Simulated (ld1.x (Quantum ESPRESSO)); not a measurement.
# cobalt (Co): excitation energies, all-electron against TM

| Quantity | Value |
| --- | --- |
| Element | cobalt |
| Generator | ld1.x (Quantum ESPRESSO) 7.5 |
| Type | norm-conserving Troullier–Martins (Kleinman–Bylander form) |
| Functional | PBE |
| Relativity | scalar-relativistic |
| Frozen core | [Ar] |
| Valence charge | 9 |
| Reference configuration | 3d7 4s2 4p0 |
| Partial waves | 4s (bound): rc 2.15 bohr; 4p (bound, empty): rc 2.45 bohr; 3d (bound): rc 1.60 bohr |
| Local potential | all-electron potential smoothed inside 2.10 bohr (lloc = -1) |
| Core correction | a·sin(br)/r model core, default radius (core density twice the valence density) |

Energies are relative to the spin-unpolarised reference configuration 3d7 4s2 4p0; without spin polarisation the order of configurations can differ from experiment.

Give the all-electron excitation energy and the error of the potential for: 3d7 4s1 4p0; 3d7 4s0 4p0; 3d6 4s0 4p0; 3d6 4s2 4p1; 3d7.5 4s1.5 4p0; 3d7 4s1 4p1; 3d7 4s0 4p2.

```
valence configuration  charge  ΔE all-electron (eV)  error AE − PS (meV)
          3d7 4s1 4p0      +1                 9.030                 -5.6
          3d7 4s0 4p0      +2                25.816                  -39
          3d6 4s0 4p0      +3                61.686                 -234
          3d6 4s2 4p1       0                 9.660                 -218
      3d7.5 4s1.5 4p0       0                -0.960                  -42
          3d7 4s1 4p1       0                 4.351                 -1.6
          3d7 4s0 4p2       0                 8.979                 -5.9
```

Levels in the configuration 3d7 4s0 4p2:

| level | all-electron (eV) | pseudo (eV) |
| --- | --- | --- |
| 3d | -11.554 | -11.534 |
| 4p | -2.791 | -2.790 |
